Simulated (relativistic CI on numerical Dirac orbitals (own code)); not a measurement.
One change at a time: Sr³⁷⁺

Base calculation: Dirac-Coulomb-Breit CI, KLI orbitals optimised for each configuration, QED by a radiative potential.

Configuration list: 1s, 2s, 2p, 3s, 3p, 3d, 4s, 4p, 4d, 4f, 5s, 5p, 5d, 5f, 5g, 6s, 6p, 6d. Levels of other configurations are missing.

The lowest level and the first level of each name with at least 55 % of one term (blank where a level has no safe partner in the second run):

| Level | Base (eV) | Shift (eV) |
| --- | --- | --- |
| 1s ²S1/2 | 0.0 | 0.0 |
| 2p ²P°1/2 | 14990.6 | -256.0 |
| 2s ²S1/2 | 14992.7 | -258.1 |
| 2p ²P°3/2 | 15090.0 | -355.4 |
| 3p ²P°1/2 | 17798.7 | -335.4 |
| 3s ²S1/2 | 17799.4 | -336.1 |
| 3d ²D3/2 | 17828.2 | -364.9 |
| 3p ²P°3/2 | 17828.2 | -364.9 |
| 3d ²D5/2 | 17837.7 | -374.3 |
| 4p ²P°1/2 | 18777.5 | -359.2 |
| 4s ²S1/2 | 18777.8 | -359.4 |
| 4d ²D3/2 | 18789.9 | -371.6 |
| 4p ²P°3/2 | 18789.9 | -371.6 |
| 4f ²F°5/2 | 18793.9 | -375.5 |
| 4d ²D5/2 | 18793.9 | -375.6 |
| 4f ²F°7/2 | 18795.9 | -377.5 |
| 5p ²P°1/2 | 19228.8 | -368.4 |
| 5s ²S1/2 | 19228.9 | -368.5 |
| 5d ²D3/2 | 19235.1 | -374.7 |
| 5p ²P°3/2 | 19235.1 | -374.7 |
| 5f ²F°5/2 | 19237.2 | -376.8 |
| 5d ²D5/2 | 19237.2 | -376.8 |

Q: One thing was changed in a second run, which moved the levels as shown. Which?
A. Breit term removed
B. configuration mixing switched off
C. QED terms removed
D. non-relativistic limit

A: D. Non-relativistic limit. Without relativity the fine structure collapses and s electrons lose their extra binding.
